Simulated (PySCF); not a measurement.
**Diatomic cations of Zn with the second period**

MP2 with double-zeta basis sets in PySCF, for the lowest determinant that a PBE0 search found; no spin–orbit coupling. De refers to high-spin ground-configuration atoms (the charge goes to the atom of lower measured ionisation energy or higher electron affinity, which is not always the lowest computed limit).

```
 M       basis  reference, frozen orbitals  charged atom  state (unpaired electrons)  Re (Å)  ωe (cm⁻¹)  De (eV)
Li  x2c-SVPall                      RHF, 5           Li+      singlet (closed shell)   2.678        262     0.63
Be  x2c-SVPall                     ROHF, 5           Be+               doublet (σ ↑)   2.396        375     1.64
 B    def2-SVP                      RHF, 6            B+      singlet (closed shell)   2.355        348     1.83
 C    def2-SVP                     ROHF, 6           Zn+               doublet (π ↑)   2.115        446     0.92
 N    def2-SVP                     ROHF, 6           Zn+              triplet (π ↑↑)   1.967        517     0.24
 O   def2-SVPD                     ROHF, 6           Zn+               doublet (π ↑)   1.813        640     1.60
 F  x2c-SVPall                      RHF, 6           Zn+      singlet (closed shell)   1.726        724     2.95
```

The shortest bond is that of ZnF⁺ (1.726 Å), the longest that of LiZn⁺ (2.678 Å). ZnF⁺ is bound most strongly (2.95 eV) and ZnN⁺ least (0.24 eV).

The rows differ in basis set, which adds steps of its own.

The state changes along the series, so neighbouring rows are not always alike in their bonding.

Correlated steps freeze the inner cores (5 to 6 orbitals); shallow outer-core shells are correlated. Weak bonds: ZnN⁺. Basis-set superposition, not corrected here, can be much of De in a small basis, most of all at correlated wavefunction levels. For an ion De counts to the pair picked by the measured ionisation energies or electron affinities, which need not be the lowest pair at this level. Where the molecule has an RHF reference, its open-shell atoms are computed with UHF. States were picked by a PBE0 search and need not be the measured ground states.
